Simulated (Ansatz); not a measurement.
Ansatz (a first-principles code) input (B3LYP-D3(BJ)/def2-TZVP):

Ansatz 0.2 input:
```yaml
crystal:
  periodic: [false, false, false]
  atoms:
    - {symbol: Ga, position_ang: [0.39713029, -0.00459403, 0.42121933]}
    - {symbol: Cl, position_ang: [0.98926004, 0.33117172, -1.65455401]}
    - {symbol: Cl, position_ang: [-1.71343880, -0.32279437, 0.88644818]}
basis:
  gaussian:
    orbitals: def2-TZVP
hamiltonian:
  xc: b3lyp
  dispersion: d3bj
magnetization: {spin_polarized: true, initial_magnetization: 1}
phonons: {temperatures: {t_min: 298.15, t_max: 298.15, t_step: 100}}
```

Output:

```
Functional definition: B3LYP
integrals: 0.07 GiB planned
821 factors; integrals over basis functions are off by at most 2.1e-4 eV
mean field: 0.83 GiB planned
mean field evaluation 1: about -77426.6996 eV, gradient 2.1e1 eV
mean field evaluation 2: about -77423.9899 eV, gradient 3.6e1 eV
mean field evaluation 4: about -77428.4010 eV, gradient 8.1e-1 eV
mean field evaluation 8: about -77428.4309 eV, gradient 3.3e-2 eV
mean field evaluation 16: about -77428.4309 eV, gradient 2.0e-5 eV
mean field -77428.43086387 eV, -2845.4423513718 hartree, gradient 2.0e-5 eV, S^2 0.752737; 0 other end points of the search recorded, 0 dependent functions left out
the calculation of the forces begins
reference -77428.43108970 eV, -2845.4423596708 hartree; 33, 32 occupied and 89, 90 virtual orbitals, 821 factors
these checks for a lower state are left out or cut short: stability, starts, cluster_reference, orbital_swaps, neighbouring_geometries, increment
integrals: 0.07 GiB planned
821 factors; integrals over basis functions are off by at most 2.1e-4 eV
mean field: 0.83 GiB planned
mean field -77428.43084106 eV, -2845.4423505336 hartree, gradient 2.5e-6 eV, S^2 0.752743; 0 other end points of the search recorded, 0 dependent functions left out
the calculation of the forces begins
reference -77428.43106691 eV, -2845.4423588333 hartree; 33, 32 occupied and 89, 90 virtual orbitals, 821 factors
these checks for a lower state are left out or cut short: stability, starts, cluster_reference, orbital_swaps, neighbouring_geometries, increment
integrals: 0.07 GiB planned
821 factors; integrals over basis functions are off by at most 2.1e-4 eV
mean field: 0.83 GiB planned
mean field -77428.43083356 eV, -2845.4423502580 hartree, gradient 2.0e-6 eV, S^2 0.752732; 0 other end points of the search recorded, 0 dependent functions left out
the calculation of the forces begins
reference -77428.43105937 eV, -2845.4423585563 hartree; 33, 32 occupied and 89, 90 virtual orbitals, 821 factors
these checks for a lower state are left out or cut short: stability, starts, cluster_reference, orbital_swaps, neighbouring_geometries, increment
integrals: 0.07 GiB planned
821 factors; integrals over basis functions are off by at most 2.1e-4 eV
mean field: 0.83 GiB planned
mean field evaluation 32: about -77428.4052 eV, gradient 1.7e-1 eV
mean field -77428.43088206 eV, -2845.4423520404 hartree, gradient 2.4e-6 eV, S^2 0.752747; 0 other end points of the search recorded, 0 dependent functions left out
the calculation of the forces begins
reference -77428.43110794 eV, -2845.4423603410 hartree; 33, 32 occupied and 89, 90 virtual orbitals, 821 factors
these checks for a lower state are left out or cut short: stability, starts, cluster_reference, orbital_swaps, neighbouring_geometries, increment
integrals: 0.07 GiB planned
821 factors; integrals over basis functions are off by at most 2.1e-4 eV
mean field: 0.83 GiB planned
mean field -77428.43077505 eV, -2845.4423481076 hartree, gradient 2.1e-6 eV, S^2 0.752728; 0 other end points of the search recorded, 0 dependent functions left out
the calculation of the forces begins
reference -77428.43100083 eV, -2845.4423564050 hartree; 33, 32 occupied and 89, 90 virtual orbitals, 821 factors
these checks for a lower state are left out or cut short: stability, starts, cluster_reference, orbital_swaps, neighbouring_geometries, increment
integrals: 0.07 GiB planned
821 factors; integrals over basis functions are off by at most 2.1e-4 eV
mean field: 0.83 GiB planned
mean field -77428.43089797 eV, -2845.4423526251 hartree, gradient 9.7e-7 eV, S^2 0.752740; 0 other end points of the search recorded, 0 dependent functions left out
the calculation of the forces begins
reference -77428.43112382 eV, -2845.4423609247 hartree; 33, 32 occupied and 89, 90 virtual orbitals, 821 factors
these checks for a lower state are left out or cut short: stability, starts, cluster_reference, orbital_swaps, neighbouring_geometries, increment
integrals: 0.07 GiB planned
821 factors; integrals over basis functions are off by at most 2.1e-4 eV
mean field: 0.83 GiB planned
mean field -77428.43082556 eV, -2845.4423499640 hartree, gradient 2.5e-6 eV, S^2 0.752735; 0 other end points of the search recorded, 0 dependent functions left out
the calculation of the forces begins
reference -77428.43105137 eV, -2845.4423582624 hartree; 33, 32 occupied and 89, 90 virtual orbitals, 821 factors
Total energy: -77428.58010085 eV, -2845.4478357297 hartree
Atom 0 at     0.397130    -0.004594     0.421219 Å, force     0.000717    -0.000008     0.000760 eV/Å
Atom 1 at     0.989260     0.331172    -1.654554 Å, force     0.000399     0.000187    -0.001092 eV/Å
Atom 2 at    -1.713439    -0.322794     0.886448 Å, force    -0.001116    -0.000179     0.000332 eV/Å
Dipole moment:     0.262194    -0.003033     0.278098 e Å
Vibrations: 109.75 350.81 398.30 cm⁻¹, zero-point energy 0.053243 eV
```

It need not be the lowest isomer of its formula.
